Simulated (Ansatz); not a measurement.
H$_{5}$NOSiSn, SMILES `[NH2][SnH]1[O][SiH2]1`, relaxed with RKS PBE-D4/def2-SVP in Ansatz 0.2.0 from a rough embedded geometry. The force threshold is 0.03 eV/Å; the program also tests the step.

Total charge 0; spin multiplicity 1. Sn takes the def2 core potential.

Start:

```xyz
9

N     0.540   -1.793    0.831
Sn    1.155   -0.050    0.088
O     0.230    0.435   -1.609
Si   -0.818    1.223   -0.648
H     0.133   -2.389    0.069
H    -0.270   -1.654    1.491
H     1.925    1.111    1.156
H    -0.731    2.667   -0.723
H    -2.164    0.449   -0.656
```

Task: By how much does the energy fall, and how many steps does the optimiser take? (Best estimate.)

Result: Ansatz gave: 43.50 kcal/mol, in 14 steps, 1 of them rejected.

Task: Which bonds change most? (An estimate is asked.)

Result: Ansatz gave: Sn2–O3 from 1.992 to 2.299 Å; Sn2–Si4 from 2.461 to 2.533 Å; N1–Sn2 from 1.992 to 2.059 Å; Si4–H8 from 1.448 to 1.506 Å.

Task: Give the relaxed structure. (Best estimate.)

Result: Computed: 
```xyz
9

N     0.505   -1.798    1.132
Sn    0.647    0.208    0.688
O     0.138    0.468   -1.538
Si   -1.001    1.396   -0.824
H     1.155   -2.370    0.576
H    -0.439   -2.184    1.009
H     2.369    0.437    0.620
H    -0.937    2.898   -0.907
H    -2.437    0.945   -0.756
```
